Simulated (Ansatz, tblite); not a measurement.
Spin states of the cluster GaP₂⁻ (the lowest singlet isomer of a short search), each relaxed with r2SCAN-D4/def2-TZVPD in Ansatz. Electronic energies in the gas phase.

The xTB rows come from tblite. LC-ωPBE has ω = 0.4 bohr⁻¹. Correlated methods freeze 19 core orbitals; core or outer-core shells of Ga are correlated, in sets that lack core-valence functions. The structure comes from a short search, and lower isomers may exist.

Singlet geometry (C2v within 0.1 Å):

Cartesian coordinates in Å:
```
Ga 0.5254 0.2207 1.3660
P -0.1875 -1.1226 -0.5484
P -0.3379 0.9019 -0.8176
```

Triplet geometry (C2v within 0.1 Å):

Cartesian coordinates in Å:
```
Ga 0.749 0.634 1.134
P -1.265 0.066 -0.193
P 0.516 -0.700 -0.941
```

Quintet geometry (C2v within 0.1 Å):

Cartesian coordinates in Å:
```
Ga -0.2587 -0.0956 1.4277
P -0.7446 -0.5157 -0.9100
P 1.0033 0.6113 -0.5178
```

⟨S²⟩: triplet 2.02 at PBE0-D4/def2-TZVPD (pure 2.00), quintet 6.01 at PBE0-D4/def2-TZVPD (pure 6.00).

Run but left out: HF/STO-3G (singlet: restricted singlet, unstable in another Hartree–Fock run and untested here); HF/def2-TZVPD, HF/def2-TZVPPD (singlet: restricted singlet, unstable towards broken spin symmetry).

Only these spin states were relaxed.

Question: Estimate which spin state lies lowest at each of these levels, and by how much: GFN2-xTB; PBE-D4/def2-TZVPD; revPBE-D4/def2-TZVPD; r2SCAN-D4/def2-TZVPD; B97M-V/def2-TZVPD; PBE0-D4/def2-TZVPD; r2SCAN0-D4/def2-TZVPD; LC-ωPBE/def2-TZVPD; ωB97M-V/def2-TZVPD; RPA@PBE/def2-TZVPD; MP2/def2-TZVPD; MP2/def2-TZVPPD; CCSD/def2-TZVPPD; CCSD(T)/def2-TZVPPD.

Answer: 
| level | triplet − singlet (kcal/mol) | quintet − singlet (kcal/mol) | lowest of these | remarks |
| --- | --- | --- | --- | --- |
| GFN2-xTB | 12.6 | 101.6 | singlet | – |
| PBE-D4/def2-TZVPD | 12.5 | 65.0 | singlet | HOMO above zero (quintet), HOMO above zero (singlet), HOMO above zero (triplet) |
| revPBE-D4/def2-TZVPD | 11.8 | 63.3 | singlet | HOMO above zero (quintet), HOMO above zero (singlet), HOMO above zero (triplet) |
| r2SCAN-D4/def2-TZVPD | 10.1 | 60.0 | singlet | HOMO above zero (quintet), HOMO above zero (singlet), HOMO above zero (triplet) |
| B97M-V/def2-TZVPD | 13.0 | 67.9 | singlet | HOMO above zero (quintet), HOMO above zero (singlet), HOMO above zero (triplet) |
| PBE0-D4/def2-TZVPD | 11.3 | 61.3 | singlet | HOMO above zero (quintet), HOMO above zero (triplet) |
| r2SCAN0-D4/def2-TZVPD | 9.1 | 57.3 | singlet | HOMO above zero (quintet), HOMO above zero (triplet) |
| LC-ωPBE/def2-TZVPD | 9.6 | 57.1 | singlet | – |
| ωB97M-V/def2-TZVPD | 14.9 | 69.3 | singlet | – |
| RPA@PBE/def2-TZVPD | 14.7 | 65.9 | singlet | – |
| MP2/def2-TZVPD | 17.8 | 66.5 | singlet | restricted SCF unstable (singlet) |
| MP2/def2-TZVPPD | 17.8 | 66.7 | singlet | restricted SCF unstable (singlet) |
| CCSD/def2-TZVPPD | 13.6 | 62.2 | singlet | restricted SCF unstable (singlet) |
| CCSD(T)/def2-TZVPPD | 15.2 | 65.1 | singlet | restricted SCF unstable (singlet) |

Change of the quintet − singlet gap on mixing in exact exchange, in kcal/mol: PBE to PBE0 (25 % exact exchange) -3.7; r2SCAN to r2SCAN0 (25 % exact exchange) -2.8. The xTB methods have no term that favours high spin, so they put low spin too low.
